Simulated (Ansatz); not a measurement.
Breaking the Ge1–H4 bond in CH6GeO (SMILES C[O][GeH3]) (multiplicity 1 held, fragments rigid). Energies count from the point at 1.532 Å.
Geometry at that point (charge 0, multiplicity 1):
```xyz
9

Ge     0.706    -0.117     0.118
O     -0.906    -0.126    -0.660
C     -1.980     0.513     0.006
H      1.611    -0.880    -0.854
H      1.161     1.344     0.311
H      0.605    -0.818     1.489
H     -1.793     1.584     0.154
H     -2.871     0.404    -0.615
H     -2.185     0.060     0.984
```

Signs of static correlation in cc-pVTZ, with CASSCF(2,2), from Ansatz (a quantum-chemistry and plane-wave program) runs.

```tsv
R (Å)	T1 of restricted CCSD	largest double amplitude of restricted CCSD	CASSCF natural occupations
1.225	0.011	0.022	1.99 0.01
1.379	0.011	0.022	1.99 0.01
1.532	0.011	0.022	1.98 0.02
1.685	0.011	0.022	1.97 0.03
1.838	0.012	0.040	1.96 0.04
2.068	0.012	0.103	1.93 0.07
2.298	0.014	0.166	1.88 0.12
2.681	___	0.280	1.75 0.25
3.063	0.032	0.417	1.57 0.43
3.523	0.046	0.590	1.35 0.65
4.136	0.060	___	1.16 0.84
4.902	0.067	0.903	1.06 0.94
```

Q: What belongs in the gaps?

A: 
- 2.681, T1 of restricted CCSD: 0.021
- 4.136, largest double amplitude of restricted CCSD: 0.777

Doubts at one or more of the structures used: a restricted determinant that unrestricted orbitals would lower (R-CCSD(T)/cc-pVTZ); other coupled-cluster roots lie near (R-CCSD(T)/cc-pVTZ); T1 above 0.05 (R-CCSD(T)/cc-pVTZ); a spin-contaminated determinant (U-CCSD(T)/cc-pVTZ).
